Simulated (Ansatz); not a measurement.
Start from `CC(C)=CBF` and change one atom or group to get `CC=C(C)C`.

Ansatz, PBE0-D4/def2-TZVP geometries, multiplicity 1. Each molecule was computed in one conformer, which needn't be the lowest.

| property | `CC(C)=CBF` |
| --- | --- |
| HOMO–LUMO gap (PBE0/def2-TZVPP) / eV | 6.30 |
| size of the dipole moment (PBE/def2-TZVPP) / D | 2.83 |
| HOMO–LUMO gap (B3LYP/def2-TZVPP) / eV | 5.88 |
| LUMO energy (PBE0/def2-TZVPP) / eV | -1.34 |
| HOMO energy (ωB97M-V/def2-TZVPP) / eV | -9.81 |
| HOMO energy (PBE0/def2-TZVPP) / eV | -7.65 |

**Question.** Give the same properties after the change, and the shifts. (Estimate.)

**Answer.** The calculation gave: 
```tsv
property	`CC=C(C)C`	shift
HOMO–LUMO gap (PBE0/def2-TZVPP) / eV	7.45	1.15
size of the dipole moment (PBE/def2-TZVPP) / D	0.21	-2.62
HOMO–LUMO gap (B3LYP/def2-TZVPP) / eV	7.01	1.13
LUMO energy (PBE0/def2-TZVPP) / eV	0.85	2.19
HOMO energy (ωB97M-V/def2-TZVPP) / eV	-8.81	1.00
HOMO energy (PBE0/def2-TZVPP) / eV	-6.60	1.05
```

With PBE0 the HOMO rises by 1.05 eV and the LUMO rises by 2.19 eV, so the gap widens by about 1.14 eV. PBE moves the HOMO by 1.07 eV and ωB97M-V by 1.00 eV. Dipoles are sizes alone; their direction can turn.

B3LYP here is the variant with VWN-RPA as its local correlation; programs differ in this.
